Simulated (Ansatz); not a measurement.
CH$_{8}$O$_{2}$Si$_{2}$ (`CO[SiH2]O[SiH3]`). Total charge 0; spin multiplicity 1.

| atom | x (Å) | y (Å) | z (Å) |
| --- | --- | --- | --- |
| C1 | 1.244 | -1.776 | 0.257 |
| O2 | 0.066 | -1.499 | -0.466 |
| Si3 | -0.179 | -0.129 | -1.318 |
| O4 | -0.281 | 1.185 | -0.356 |
| Si5 | -1.081 | 1.850 | 0.908 |
| H6 | 1.273 | -2.846 | 0.471 |
| H7 | 2.141 | -1.511 | -0.314 |
| H8 | 1.260 | -1.230 | 1.206 |
| H9 | -1.455 | -0.335 | -2.037 |
| H10 | 0.966 | 0.118 | -2.229 |
| H11 | -0.828 | 3.311 | 0.903 |
| H12 | -2.541 | 1.596 | 0.792 |
| H13 | -0.587 | 1.267 | 2.183 |

(1) List the harmonic frequencies (cm⁻¹, unscaled) at PBE0-D4/def2-TZVP in Ansatz. (Best estimate.)

(2) Is this a minimum?

(3) Give the ideal-gas thermochemistry at 298.15 K and 1 bar (rigid rotor, harmonic oscillator; point group C1, symmetry number 1).

(4) Rotational constants (cm⁻¹)?

Answers

(1) The calculation gave: 32, 48, 80, 86, 101, 208, 352, 603, 688, 731, 736, 771, 790, 921, 953, 957, 960, 996, 1119, 1153, 1184, 1220, 1483, 1493, 1501, 2224, 2225, 2233, 2244, 2262, 3018, 3084, 3124.

(2) Yes, all 33 modes are real.

(3) Zero-point energy 236.7 kJ/mol; H(298) − E = 262.0 kJ/mol; entropy 397.2 J/(mol·K), of which translation 167.3, rotation 115.3, vibration 114.6; G(298) − E = 143.6 kJ/mol. Modes under 100 cm⁻¹ are hindered rotations or soft bends, so the harmonic entropy is rough.

(4) 0.1923, 0.05569, 0.04709.
